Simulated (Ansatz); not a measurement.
Basis-set extrapolation for Cl₂F₂H₂Si₂ (`F[Si](F)(Cl)[SiH2]Cl`) (PBE0-D4/def2-TZVP geometry, frozen core, the Gaussian-basis code of Ansatz). Multiplicity 1, RHF reference.

|  | def2-TZVPP | def2-QZVPP |
| --- | --- | --- |
| HF | -1697.297737 | -1697.351420 |
| MP2 correlation | -1.101498 | -1.209545 |
| CCSD(T) correlation | -1.193779 | not run |

Energies in hartree. Use E(X) = E(∞) + A·exp(−7.88·√X) for Hartree–Fock and E(X) = E(∞) + B·X^(−2.97) for correlation, with X = 3 and 4, and add CCSD(T) minus MP2 of the smaller set to the MP2 limit.

Q: What is the CCSD(T) energy at the basis-set limit?

A: HF limit: -1697.351420 + (-0.053683) × 0.13774 = -1697.35881. MP2 limit: -1.209545 + (-0.108047) × 0.74074 = -1.28958. Higher-order term: -1.193779 − (-1.101498) = -0.09228. Total: -1698.74067 hartree, 156.3 kcal/mol below CCSD(T)/def2-TZVPP.
